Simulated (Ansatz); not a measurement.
Geometry optimisation, Ansatz, UKS PBE/def2-SVP.

Input:

```yaml
crystal:
  periodic: [false, false, false]
  atoms:
    - { symbol: W, position_ang: [0.0, 0.0, 0.0] }
    - { symbol: H, position_ang: [0.0, 0.0, 1.97] }
    - { symbol: F, position_ang: [1.85, 0.0, 0.0] }
    - { symbol: F, position_ang: [0.0, 1.85, 0.0] }
    - { symbol: Cl, position_ang: [-2.39, 0.0, 0.0] }
    - { symbol: Cl, position_ang: [0.0, -2.39, 0.0] }
    - { symbol: F, position_ang: [0.0, 0.0, -1.85] }
    - { symbol: O, position_ang: [0.0, 0.0, 3.28] }
    - { symbol: H, position_ang: [-0.5144, -0.8011, 3.6171] }
magnetization:
  spin_polarized: true
  initial_magnetization: 1
basis:
  gaussian: { orbitals: def2-SVP }
hamiltonian:
  xc: pbe
relax:
  f_tol: 0.15
  max_steps: 25
  restrain:
    - { distance: [1, 7], at: 1.01, k: 30.0 }
    - { distance: [0, 1], at: 2.92, k: 30.0 }
```

Command:

```bash
$ ansatz run input.yaml --threads 4 --pin off --max-ram 5120MiB --backend cpu --events-out ev --progress --plain --runs-dir out
```

Problem. Where does it end, and by what steps?

Solution. It converged. The restraints hold the end off the free minimum; the threshold counts their pulls, which the force column leaves out. Restrained pairs: H2–O8 (1.31 → 0.99 Å), W1–H2 (1.97 → 2.91 Å). After 23 steps the energy has fallen by 3.743 eV (the restraints' own energy left out); H9 moved furthest, 1.15 Å.

```tsv
step	energy less start (eV)	largest force component (eV/Å)	accepted
0	0.0000	4.190	yes
1	-1.1599	4.525	yes
2	-1.5722	4.494	yes
3	-2.1768	1.412	yes
4	-2.4197	0.962	yes
5	-2.3898	3.286	no
6	-2.5179	1.459	yes
7	-2.5949	1.286	yes
8	-2.6804	1.561	yes
9	-2.7994	1.462	yes
10	-2.9733	1.475	yes
11	-3.1939	2.069	yes
12	-3.4216	2.129	yes
13	-3.6046	1.260	yes
14	-3.6585	1.434	yes
15	-3.7055	0.587	yes
16	-3.7044	0.540	no
17	-3.7154	0.508	yes
18	-3.7200	0.518	yes
19	-3.7115	0.873	no
20	-3.7265	0.524	yes
21	-3.7330	0.575	yes
22	-3.7310	0.705	no
23	-3.7426	0.499	yes
```

```xyz
9
Properties=species:S:1:pos:R:3
W -0.162 -0.023 -0.006
H 0.501 0.394 2.799
F 1.733 -0.018 0.294
F -0.044 1.785 0.507
Cl -2.477 0.198 0.000
Cl -0.154 -2.326 0.428
F -0.091 -0.233 -1.842
O -0.202 -0.086 2.284
H -0.159 -1.032 2.553
```

Time of the run: 2.7 min on 4 threads of Arm Neoverse V1 (shared host), peak memory 0.42 GiB.
